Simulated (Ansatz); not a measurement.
Gas-phase electronic energies from Ansatz, PBE0-D4/def2-TZVP geometries. CCSD(T)/CBS adds triple-zeta CCSD(T) − MP2 to the extrapolated MP2 energy (def2 sets, frozen cores). DFT in def2-TZVPP. For As outer-core shells are correlated without core-valence functions, which leaves a few kJ/mol of doubt a bond. Scalar relativity is left out up to krypton. Each species was taken in one conformer, which may not be the lowest.

Reaction (cleavage of the Si–As bond): `O[AsH][SiH3]` + `F[SiH2]P` → `F[SiH2]P[SiH3]` + `O[AsH2]`

```
         level  ΔE (kJ/mol)
     revPBE-D4         -5.8
MP2/def2-QZVPP         -7.7
```

Question: What does CCSD(T)/CBS give? (Estimate.)

Answer: Ansatz gave: -5.3 kJ/mol. The listed levels differ from it by -0.5, -2.4 kJ/mol.

Largest T1 diagnostic among the species: 0.013.

From BLYP to BHLYP (50 % exact exchange), in def2-TZVPP and without D4, ΔE moves by −4.5 kJ/mol. In def2-TZVPP, CCSD(T) changes the Hartree–Fock value by −3.5 kJ/mol (the triples alone add −1.1 kJ/mol) and MP2 by −5.7 kJ/mol. The D4 term adds −3.8 kJ/mol with B3LYP and −2.1 kJ/mol with PBE0; it sums over pairs of atoms, weighted by their polarisabilities, and B3LYP, whose exchange is more repulsive, gets the larger term.

B3LYP here is the variant with VWN-RPA as its local correlation; programs differ in this.
